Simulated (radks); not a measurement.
Values are calculated unless marked as measured or tabulated.
Question: Mo+, configuration [Kr] 4d5. Code: a radial shooting solver on a logarithmic mesh with Libxc functionals. Model: scalar-relativistic Kohn-Sham, revPBE, spin-polarised, spherical densities, point nucleus; open shells are filled with parallel spins first (spin-orbit coupling, left out, can overturn this in heavy ions). Some entries of the table are withheld. Estimate them.

| orbital | occ. | eigenvalue (Ry) | <r^2> (bohr^2) | <1/r> (bohr^-1) |
|---|---|---|---|---|
| 1s down | 1 | -1457.457 | 0.001668 | 43.55 |
| 1s up | 1 | -1457.455 | 0.001668 | 43.55 |
| 2s up | 1 | -206.2363 | 0.02785 | 9.805 |
| 2s down | 1 | -206.2002 | 0.02785 | 9.806 |
| 2p up | 3 | -184.3912 | 0.02193 | 9.532 |
| 2p down | 3 | -184.3647 | 0.02192 | 9.533 |
| 3s up | 1 | -35.48135 | 0.2106 | 3.366 |
| 3s down | 1 | -35.46404 | 0.2106 | 3.366 |
| 3p up | 3 | -28.32553 | 0.2157 | 3.201 |
| 3p down | 3 | -28.30571 | 0.2157 | 3.201 |
| 3d up | 5 | -16.69580 | 0.2075 | 2.968 |
| 3d down | 5 | -16.66328 | 0.2072 | 2.968 |
| 4s up | 1 | -5.27287 | 1.406 | 1.221 |
| 4s down | 1 | -5.07163 | 1.382 | 1.235 |
| 4p up | 3 | -3.38698 | 1.778 | 1.077 |
| 4p down | 3 | -3.16026 | 1.747 | 1.091 |
| 4d up | 5 | (1) | 4.223 | 0.7203 |
| 4d down | 0 | (2) | 4.660 | 0.7060 |

Answer: 
(1) 4d up eigenvalue (Ry): -0.83559
(2) 4d down eigenvalue (Ry): -0.58890
